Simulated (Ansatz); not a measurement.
A CCSD(T) single point on `O[CH2][InH][OH]`.

```yaml
crystal:
  periodic: [false, false, false]
  atoms:
    - {symbol: O, position_ang: [0.932213, 1.390926, -0.422271]}
    - {symbol: C, position_ang: [0.052817, 1.139391, 0.641814]}
    - {symbol: In, position_ang: [-0.496954, -0.948973, 0.578436]}
    - {symbol: O, position_ang: [0.114427, -1.116949, -1.338526]}
    - {symbol: H, position_ang: [0.796306, 0.721106, -1.108901]}
    - {symbol: H, position_ang: [0.542105, 1.395570, 1.584556]}
    - {symbol: H, position_ang: [-0.863273, 1.742037, 0.572830]}
    - {symbol: H, position_ang: [-1.147453, -2.361577, 1.278095]}
    - {symbol: H, position_ang: [0.069811, -1.961530, -1.786033]}
basis:
  gaussian: {orbitals: def2-SVP}
correlation: {method: ccsd_t}
```

```sh
$ ansatz run in.yaml --threads 4 --pin off --events-out ev --progress --plain --max-ram 10444MiB
```

Output of Ansatz, abridged:

```
Functional definition: HF
1003 factors; integrals over basis functions are off by at most 1.2e-3 eV
mean field evaluation 1: about -10322.7091 eV, gradient 4.6e1 eV
mean field evaluation 2: about -10322.8135 eV, gradient 4.6e1 eV
mean field evaluation 4: about -10327.3030 eV, gradient 3.4e0 eV
mean field evaluation 8: about -10327.3563 eV, gradient 7.0e-2 eV
mean field -10327.35636216 eV, -379.5233461760 hartree, gradient 1.9e-6 eV, S^2 0.000000; 0 other end points of the search recorded, 0 dependent functions left out
7 core orbitals not correlated: weight in the atoms' cores, before any rotation towards them, 1.000 or more for the frozen orbitals, at most 0.000 for the correlated occupied ones
reference -10327.35636216 eV, -379.5233461760 hartree; 17, 17 occupied and 69, 69 virtual orbitals, 1003 factors
second order -16.71525086 eV of doubles, -0.00000000 eV of singles
cycle   1  -17.03333932 eV  change   -3.2e-1 eV  update   1.1e-1
cycle   2  -17.46704784 eV  change   -4.3e-1 eV  update   3.4e-2
cycle   3  -17.61110649 eV  change   -1.4e-1 eV  update   2.3e-2
cycle   4  -17.61211192 eV  change   -1.0e-3 eV  update   6.7e-3
cycle   5  -17.60779315 eV  change    4.3e-3 eV  update   3.4e-3
cycle   6  -17.60825689 eV  change   -4.6e-4 eV  update   1.2e-3
cycle   7  -17.60796546 eV  change    2.9e-4 eV  update   4.3e-4
cycle   8  -17.60781981 eV  change    1.5e-4 eV  update   1.4e-4
cycle   9  -17.60786046 eV  change   -4.1e-5 eV  update   5.7e-5
cycle  10  -17.60788803 eV  change   -2.8e-5 eV  update   2.2e-5
perturbative correction -0.46084409 eV, -0.0169357078 hartree
Total energy: -10345.42509428 eV, -380.1873598337 hartree
```

Hardware: 4 threads of an Arm Neoverse V1 on a shared host. Wall time 4.3 s, peak host memory 0.42 GiB.

Correlation energy per correlated electron: -0.531 eV. T1 diagnostic: 0.0140.
